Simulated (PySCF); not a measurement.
PySCF input (M06-L/def2-TZVPD):

```python
from pyscf import gto, scf, dft

mol = gto.M(
    atom='''
    B     0.81063465   -0.63078751    0.69123864
    Br    1.14719120    0.35726210   -1.17771842
    Br   -1.26299615   -0.26714960    1.07897004
    ''',
    basis='def2-tzvpd',
    charge=-1,
    spin=0,
    verbose=4,
)

mf = dft.RKS(mol, xc='m06l').density_fit(auxbasis='def2-universal-jkfit')
mf.grids.level = 4
mf.conv_tol = 1e-9
mf.max_cycle = 100
mf.max_memory = 1500
mf.kernel()
if not mf.converged:
    mf = mf.newton()
    mf.kernel(mf.make_rdm1())
mf.analyze()
```

Output:

```
PySCF version 2.14.0

[INPUT] verbose = 4
[INPUT] num. atoms = 3
[INPUT] num. electrons = 76
[INPUT] charge = -1
[INPUT] spin (= nelec alpha-beta = 2S) = 0
[INPUT] symmetry False subgroup None
[INPUT] Mole.unit = angstrom
[INPUT] Symbol           X                Y                Z      unit          X                Y                Z       unit  Magmom
[INPUT]  1 B      0.810634650000  -0.630787510000   0.691238640000 AA    1.531877475583  -1.192015636696   1.306251716317 Bohr   0.0
[INPUT]  2 Br     1.147191200000   0.357262100000  -1.177718420000 AA    2.167877180511   0.675127523687  -2.225565265655 Bohr   0.0
[INPUT]  3 Br    -1.262996150000  -0.267149600000   1.078970040000 AA   -2.386716819880  -0.504839578287   2.038957872211 Bohr   0.0

nuclear repulsion = 279.432816264235
number of shells = 51
number of NR pGTOs = 276
number of NR cGTOs = 151
basis = def2-tzvpd
ecp = {}

******** <class 'pyscf.df.df_jk.DFRKS'> ********
method = DFRKS
initial guess = minao
damping factor = 0
level_shift factor = 0
DIIS = <class 'pyscf.scf.diis.CDIIS'>
diis_start_cycle = 1
diis_space = 8
diis_damp = 0
SCF conv_tol = 1e-09
SCF conv_tol_grad = None
SCF max_cycles = 100
direct_scf = False
XC library pyscf.dft.libxc version 7.1.2
    S. Lehtola, C. Steigemann, M. J. T. Oliveira, and M. A. L. Marques,  SoftwareX 7, 1–5 (2018)
XC functionals = m06l
    Y. Zhao and D. G. Truhlar,  J. Chem. Phys. 125, 194101 (2006)
    Y. Zhao and D. G. Truhlar,  J. Chem. Phys. 125, 194101 (2006)
    Y. Zhao and D. G. Truhlar,  Theor. Chem. Acc. 120, 215 (2008)
radial grids:
    Treutler-Ahlrichs [JCP 102, 346 (1995); DOI:10.1063/1.469408] (M4) radial grids

becke partition: Becke, JCP 88, 2547 (1988); DOI:10.1063/1.454033
pruning grids: <function nwchem_prune>
grids dens level: 4
symmetrized grids: False
atomic radii adjust function: <function treutler_atomic_radii_adjust>
small_rho_cutoff = 0
Set gradient conv threshold to 3.16228e-05
Initial guess from minao.
tot grids = 88480
init E= -5170.86425617431
  HOMO = -0.206673965616126  LUMO = -0.104120776068113  gap/eV = 2.79061
cycle= 1 E= -5172.9906664154  delta_E= -2.13  |g|= 0.319  |ddm|= 1.95
  HOMO = 0.0461834246015016  LUMO = 0.123239750364172  gap/eV = 2.09681
cycle= 2 E= -5173.00384482946  delta_E= -0.0132  |g|= 0.18  |ddm|= 1.66
  HOMO = 0.0025176157546003  LUMO = 0.0910572032949304  gap/eV = 2.40928
cycle= 3 E= -5173.01255419529  delta_E= -0.00871  |g|= 0.0815  |ddm|= 1.55
  HOMO = 0.0118660435524678  LUMO = 0.102139849340615  gap/eV = 2.45648
[...]
cycle= 11 E= -5173.01436310382  delta_E= -9.82e-11  |g|= 6.83e-06  |ddm|= 0.00014
  HOMO = 0.00701164777301955  LUMO = 0.0971017939849208  gap/eV = 2.45148
Extra cycle  E= -5173.01436310381  delta_E= 3.64e-12  |g|= 9.24e-06  |ddm|= 5.74e-05
converged SCF energy = -5173.01436310381
**** SCF Summaries ****
Total Energy =                       -5173.014363103814503
Nuclear Repulsion Energy =             279.432816264234930
One-electron Energy =                -7771.638267704031023
Two-electron Energy =                 2319.191088335981476
Two-electron Coulomb Energy =         2505.917235035189151
DFT Exchange-Correlation Energy =     -186.726146699207476
HOMO-LUMO gap [eV] =                     2.451477745170286
**** MO energy ****
MO #1   energy= -481.916857023975  occ= 2
MO #2   energy= -481.916846091023  occ= 2
MO #3   energy= -62.1745107430915  occ= 2
MO #4   energy= -62.1744998515934  occ= 2
MO #5   energy= -55.8796954022854  occ= 2
MO #6   energy= -55.8796834203888  occ= 2
MO #7   energy= -55.8783897937668  occ= 2
MO #8   energy= -55.8783790339464  occ= 2
MO #9   energy= -55.8776997787095  occ= 2
MO #10  energy= -55.8776875667254  occ= 2
MO #11  energy= -8.49830904198507  occ= 2
MO #12  energy= -8.49829790605377  occ= 2
MO #13  energy= -6.52969314704726  occ= 2
MO #14  energy= -6.26730516265728  occ= 2
MO #15  energy= -6.26729411302039  occ= 2
MO #16  energy= -6.26307034709025  occ= 2
MO #17  energy= -6.26306023207147  occ= 2
MO #18  energy= -6.26078792998333  occ= 2
MO #19  energy= -6.26077646513796  occ= 2
MO #20  energy= -2.3392989603119   occ= 2
MO #21  energy= -2.33928711475734  occ= 2
MO #22  energy= -2.33871974433829  occ= 2
MO #23  energy= -2.33871041491707  occ= 2
MO #24  energy= -2.33708119214739  occ= 2
MO #25  energy= -2.33706059883907  occ= 2
MO #26  energy= -2.33391273010815  occ= 2
MO #27  energy= -2.3339016201494   occ= 2
MO #28  energy= -2.33373677839383  occ= 2
MO #29  energy= -2.33372782634576  occ= 2
MO #30  energy= -0.544851980534634 occ= 2
MO #31  energy= -0.523577768326028 occ= 2
MO #32  energy= -0.232705834846788 occ= 2
MO #33  energy= -0.138089262921831 occ= 2
MO #34  energy= -0.109691445869092 occ= 2
MO #35  energy= -0.10909709797341  occ= 2
MO #36  energy= -0.085157136115841 occ= 2
MO #37  energy= -0.0681919647300049 occ= 2
MO #38  energy= 0.00701164777301955 occ= 2
MO #39  energy= 0.0971017939849208 occ= 0
MO #40  energy= 0.11778874839953   occ= 0
MO #41  energy= 0.121985884855195  occ= 0
MO #42  energy= 0.149978871642095  occ= 0
MO #43  energy= 0.150924284550086  occ= 0
MO #44  energy= 0.15948344167687   occ= 0
MO #45  energy= 0.162431146548637  occ= 0
MO #46  energy= 0.162651337387976  occ= 0
MO #47  energy= 0.193616240742753  occ= 0
MO #48  energy= 0.198720261879801  occ= 0
MO #49  energy= 0.243941240980073  occ= 0
MO #50  energy= 0.270010197981994  occ= 0
MO #51  energy= 0.272488846299186  occ= 0
MO #52  energy= 0.284239231912334  occ= 0
MO #53  energy= 0.305711110709446  occ= 0
MO #54  energy= 0.319069790231317  occ= 0
MO #55  energy= 0.320343077083764  occ= 0
MO #56  energy= 0.321711758951752  occ= 0
MO #57  energy= 0.335057996678551  occ= 0
MO #58  energy= 0.337706184434975  occ= 0
MO #59  energy= 0.349368059359233  occ= 0
MO #60  energy= 0.35630648963906   occ= 0
MO #61  energy= 0.361031706820503  occ= 0
MO #62  energy= 0.367776754706182  occ= 0
MO #63  energy= 0.368888150335917  occ= 0
MO #64  energy= 0.375460172240622  occ= 0
MO #65  energy= 0.382739182004406  occ= 0
MO #66  energy= 0.391010731550076  occ= 0
MO #67  energy= 0.395155139722506  occ= 0
MO #68  energy= 0.463797478716742  occ= 0
MO #69  energy= 0.478717577950988  occ= 0
MO #70  energy= 0.574150186075178  occ= 0
MO #71  energy= 0.57463483358606   occ= 0
MO #72  energy= 0.576226434880788  occ= 0
MO #73  energy= 0.613258424378602  occ= 0
MO #74  energy= 0.6132656391779    occ= 0
MO #75  energy= 0.619232836486129  occ= 0
MO #76  energy= 0.622324158264166  occ= 0
MO #77  energy= 0.638900753151594  occ= 0
MO #78  energy= 0.639415067774482  occ= 0
MO #79  energy= 0.643692172584905  occ= 0
MO #80  energy= 0.647241715067158  occ= 0
MO #81  energy= 0.654783803987241  occ= 0
MO #82  energy= 0.673654575377578  occ= 0
MO #83  energy= 0.716790905612141  occ= 0
MO #84  energy= 0.756531415142943  occ= 0
MO #85  energy= 0.767015345874105  occ= 0
MO #86  energy= 0.805528835488559  occ= 0
MO #87  energy= 0.811661595882774  occ= 0
MO #88  energy= 0.854871320515247  occ= 0
MO #89  energy= 0.917199014589434  occ= 0
MO #90  energy= 0.92144594549101   occ= 0
MO #91  energy= 1.15758069720818   occ= 0
MO #92  energy= 1.184400296481     occ= 0
MO #93  energy= 1.2090954831969    occ= 0
MO #94  energy= 1.24976992971581   occ= 0
MO #95  energy= 1.4704627287046    occ= 0
MO #96  energy= 1.48568815744443   occ= 0
MO #97  energy= 1.53073399875217   occ= 0
MO #98  energy= 1.58195328378635   occ= 0
MO #99  energy= 1.58503278738924   occ= 0
MO #100 energy= 1.5871178603743    occ= 0
MO #101 energy= 1.63974201291529   occ= 0
MO #102 energy= 1.65643366431369   occ= 0
MO #103 energy= 1.65648192928977   occ= 0
MO #104 energy= 1.68108218988401   occ= 0
MO #105 energy= 1.69428155400946   occ= 0
MO #106 energy= 1.71173317963776   occ= 0
MO #107 energy= 1.71812857350459   occ= 0
[...]
```
